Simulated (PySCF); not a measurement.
Task: Write Cartesian coordinates for BiH2(SiMe3) (`C[Si]([BiH2])(C)C`) as optimised with PBE0-D3(BJ)/def2-SVP.

Result: 
```
atom  x, y, z in Å
Bi1    1.1728    1.9299    1.5260
H2     2.5419    1.8841    0.3599
H3     0.3248    3.1324    0.4916
Si4   -0.0149   -0.0398    0.1469
C5     0.8839   -1.6547    0.5217
C6    -1.8090   -0.1624    0.7157
C7     0.0466    0.3080   -1.7025
H8     0.4109   -2.4865   -0.0271
H9     0.8509   -1.8974    1.5951
H10    1.9396   -1.6051    0.2133
H11   -1.8774   -0.3780    1.7932
H12   -2.3528    0.7747    0.5194
H13   -2.3263   -0.9726    0.1747
H14   -0.4832    1.2413   -1.9467
H15    1.0858    0.4068   -2.0510
H16   -0.4280   -0.5147   -2.2640
```

Any rigid rotation of these coordinates is as good. Atoms count from 1 in this order. Si4 (silicon bonded to Bi and 3 C) is tetrahedral (angles from 108.3° to 110.8°). All 3 C–Si bonds measure 1.883 to 1.886 Å. Bi1 (bismuth bonded to Si and 2 H) is pyramidal (angles 90.2°, 89.2° and 89.1°, sum 268.5°, 1.16 Å off the plane of its three neighbours).

Bonds between heavy atoms (Å): Bi1–Si4 2.682, Si4–C5 1.886, Si4–C6 1.886, Si4–C7 1.883.

Computed with PBE0-D3(BJ)/def2-SVP geometry optimisation, gas phase, def2 core potentials past Kr (PySCF).

Point group: Cs (tolerance 0.08 Å). No PBE0-D3(BJ)/def2-SVP frequencies stand behind this structure, so it isn't proved a minimum.
